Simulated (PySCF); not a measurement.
C4H2ClFSi, SMILES C([Si](Cl)(C#C)F)#C.

Geometry optimised at PBE-D3(BJ)/def2-SVP. The structure was generated by enumeration, and PubChem lists no compound with its InChIKey, so it may never have been made.

The numbers are results of PBE-D3(BJ)/def2-SVP run with PySCF, not measurements.

Frequencies are harmonic and unscaled.

Computed normal modes with their intensities:
```csv
mode,ν (cm⁻¹),IR (km/mol),moving atoms (share of kinetic energy)
1,86,1.9,"C 68 %, H 16 %"
2,108,0.0,"C 36 %, Cl 33 %, F 19 %, H 9 %"
3,117,2.4,"C 44 %, Cl 15 %, H 14 %, Si 14 %, F 13 %"
4,173,0.7,"C 54 %, F 24 %, H 11 %"
5,228,3.0,"F 52 %, Cl 20 %, C 17 %, Si 8 %"
6,295,5.4,"C 85 %, H 8 %"
7,332,37.7,"C 66 %, F 21 %"
8,366,30.2,"C 62 %, Cl 25 %"
9,380,32.4,C 82 %
10,499,33.2,"C 45 %, Cl 25 %, Si 14 %, F 14 %"
11,657,192.2,"Si 60 %, C 26 %, Cl 11 %"
12,705,3.1,"H 67 %, C 26 %"
13,708,74.0,"H 76 %, C 23 %"
14,712,41.0,"H 57 %, C 28 %, Si 15 %"
15,714,43.1,"H 76 %, C 24 %"
16,717,209.2,"Si 39 %, C 31 %, H 30 %"
17,896,147.1,"F 52 %, Si 47 %"
18,2096,38.7,"C 90 %, H 9 %"
19,2098,110.0,"C 90 %, H 9 %"
20,3389,72.8,"H 86 %, C 14 %"
21,3389,30.8,"H 86 %, C 14 %"
```
